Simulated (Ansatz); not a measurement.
Job for Ansatz (an electronic-structure program): U-PBE/def2-TZVPP on BFHI (SMILES FBI), a point of a bond scan (R = 1.180 Å). Elements past Kr take the def2 small-core potentials; no spin–orbit coupling.

Ansatz 0.2 input:
```yaml
crystal:
  periodic: [false, false, false]
  atoms:
    - {symbol: B, position_ang: [-0.24474767, -1.33345574, 0.80641967]}
    - {symbol: F, position_ang: [0.68859733, -1.70272559, 1.42765137]}
    - {symbol: H, position_ang: [-1.26010087, -1.94582817, 0.81786299]}
    - {symbol: I, position_ang: [-0.08767701, 0.45862089, -0.34566142]}
basis:
  gaussian:
    orbitals: def2-TZVPP
hamiltonian:
  xc: {name: PBE}
magnetization: {spin_polarized: true, initial_magnetization: 0}
```

The log:

```
WARN ansatz: RAYON_NUM_THREADS=1 ignored (pool sized by the plan → 1); use --threads N
Functional definition: PBE
integrals: 0.04 GiB planned
751 factors; their error is unknown
mean field: 0.40 GiB planned
mean field evaluation 1: about -11506.3802 eV, gradient 2.7e1 eV
mean field evaluation 2: about -11500.2144 eV, gradient 4.9e1 eV
mean field evaluation 4: about -11509.2153 eV, gradient 3.0e0 eV
mean field evaluation 8: about -11509.2545 eV, gradient 4.5e-2 eV
mean field evaluation 16: about -11509.2441 eV, gradient 1.0e-5 eV
mean field -11509.24406933 eV, -422.9569183019 hartree, gradient 1.0e-5 eV, S^2 0.000000; 0 other end points of the search recorded, 0 dependent functions left out
reference -11509.24410166 eV, -422.9569194900 hartree; 20, 20 occupied and 106, 106 virtual orbitals, 751 factors
Total energy: -11509.24410166 eV, -422.9569194900 hartree
```

The run converged.

Cost: roughly 1.7 core-seconds.
